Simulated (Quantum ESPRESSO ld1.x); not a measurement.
Task: The mean radii <r> (bohr) of the occupied orbitals of an atom or ion are listed with their occupations. All-electron calculation, non-relativistic Kohn-Sham, LDA (Slater exchange, VWN5 correlation), spin-polarised, spherical densities, point nucleus. Program: ld1.x of Quantum ESPRESSO 7.5.

| orbital | occ. | <r> |
|---|---|---|
| 1s up | 1 | 0.4241 |
| 1s down | 1 | 0.4234 |
| 2s up | 1 | 2.265 |

Name the element and its charge. Open shells, if any, are filled with parallel spins first.

Result: Z = 4, beryllium, charge +1: Be+ in [He] 2s1. The 1s radius gives Z: for a bare nucleus <r> = 1.5/Z, 0.375 bohr for Z = 4, and screening makes it slightly larger (0.4241 here). The occupations add up to 3, and the charge is Z minus that.
